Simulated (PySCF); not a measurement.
This PySCF input asks for the NMR shieldings of SMILES [SiH3]N(C=C)CC, C4H11NSi; the geometry comes from GFN2-xTB.

```python
import basis_set_exchange as bse
import numpy as np
from pyscf import gto, dft
from pyscf.prop import nmr

atoms = """
C    -1.916522   -0.701066    1.014136
C    -1.365657    0.378031    0.469294
N    -0.269441    0.454995   -0.365469
Si    0.477207    1.972666   -0.741946
C     0.404633   -0.777059   -0.713135
C     1.369861   -1.247530    0.371956
H    -2.799881   -0.601543    1.618227
H    -1.540105   -1.700128    0.891007
H    -1.808858    1.346104    0.660884
H    -0.583438    2.975442   -0.707226
H     1.543131    2.338007    0.203205
H     1.045553    1.812966   -2.080443
H     0.959419   -0.608429   -1.639393
H    -0.346539   -1.547832   -0.908211
H     0.840676   -1.401932    1.308659
H     1.840817   -2.181554    0.075555
H     2.142145   -0.499109    0.532993
"""
names = dict.fromkeys(["C", "N", "Si", "H"], "pcSseg-1")
basis = {el: gto.basis.parse(bse.get_basis(n, elements=[el], fmt="nwchem")) for el, n in names.items()}
mol = gto.M(atom=atoms, basis=basis, charge=0, verbose=0)
mf = dft.RKS(mol, xc="PBE0")
mf.grids.level = 2
mf.grids.alignment = dft.numint.BLKSIZE   # the property module wants whole blocks of grid points
mf.conv_tol = 1e-9
mf.kernel()

calc = nmr.RKS(mf)   # GIAO
C = mf.mo_coeff
Co = C[:, mf.mo_occ > 0]
resp = mf.gen_response(singlet=True, hermi=2)
def vind(x):   # induced exchange potential for any number of trial vectors
    d = np.einsum("pi,xij,qj->xpq", C, 2 * x.reshape(-1, C.shape[1], Co.shape[1]), Co, optimize=True)
    return np.einsum("xpq,pi,qj->xij", resp(d - d.transpose(0, 2, 1)), C, Co, optimize=True).ravel()
mo1, _ = nmr.rhf.solve_mo1(calc, with_cphf=vind)
sigma = calc.kernel(mo1)
for i, s in enumerate(sigma):   # ppm
    print("%2d %-2s %9.2f" % (i, mol.atom_pure_symbol(i), np.trace(s) / 3))
```

**Question.** What does it print?

**Answer.** 
```
 0 C     101.31
 1 C      41.56
 2 N     183.48
 3 Si    393.57
 4 C     143.15
 5 C     174.30
 6 H      27.68
 7 H      27.74
 8 H      25.43
 9 H      27.01
10 H      26.79
11 H      27.09
12 H      28.63
13 H      28.27
14 H      29.87
15 H      31.01
16 H      30.79
```

These numbers come from an equivalent density-fitted implementation of the same equations, which agrees with the script to about 0.01 ppm for H and up to a few tenths of a ppm for heavy atoms, so last digits may differ.

**Question.** Turn these shieldings into chemical shifts. Shifts are taken against calculated references (same method and geometry level): ¹³C (σref 186.93), ²⁹Si (σref 349.16), ¹H (σref 31.72) against TMS; NH3 for ¹⁵N (σref 267.73).

**Answer.** Averaging equivalent atoms: C 1: 145.4; C 0: 85.6; C 4: 43.8; C 5: 12.6; N 2: 84.2; Si 3: -44.4; H 8: 6.29; H 9/10/11: 4.75; H 6: 4.04; H 7: 3.98; H 12/13: 3.26; H 14/15/16: 1.16 ppm. Experimental scales use liquid or dissolved standards, which lie at an offset from isolated NH3 (liquid NH3: subtract about 20 ppm).

Size and cost of the density-fitted run: 164 basis functions, 26 s wall time on 1 thread of an Arm Neoverse V1, shared host; peak memory 0.75 GiB.
